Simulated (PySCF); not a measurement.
**Relaxation of quartet CoI2**

Computed with UB3LYP/[Co def2-SVP, I def2-SVP with ECP28], scalar-relativistic core potentials, density fitting, no spin–orbit coupling, PySCF. A (50,194) grid was used.

A hand-made bent start, of C2v symmetry, held to at least that symmetry:

```xyz
3
charge 0 multiplicity 4, angstrom
Co    0.0000    0.0000   -1.1358
I     1.9987    0.0000    0.2637
I    -1.9987    0.0000    0.2637
```

Problem. What forces act on the atoms at the start (eV/Å)?

Solution. 
```
atom     Fx     Fy     Fz
 Co1   0.00  -0.01   0.42
  I2   0.54   0.01  -0.21
  I3  -0.54   0.01  -0.21
```

Problem. What does it relax to?

Solution. It ends at D∞h with Co–I 2.443 Å (×2); I–Co–I 180.0° (after a last refinement on a finer grid). A frequency run shows a minimum. Other isomers or separated fragments may lie lower.

Problem. How much energy is released, and in how many steps?

Solution. 56.8 kJ/mol in 10 steps.

Other spin states or occupations of the open shell can lie lower. Spin–orbit coupling, left out here, can matter for elements this heavy.

The relaxation took roughly 100 core-seconds on a shared host.
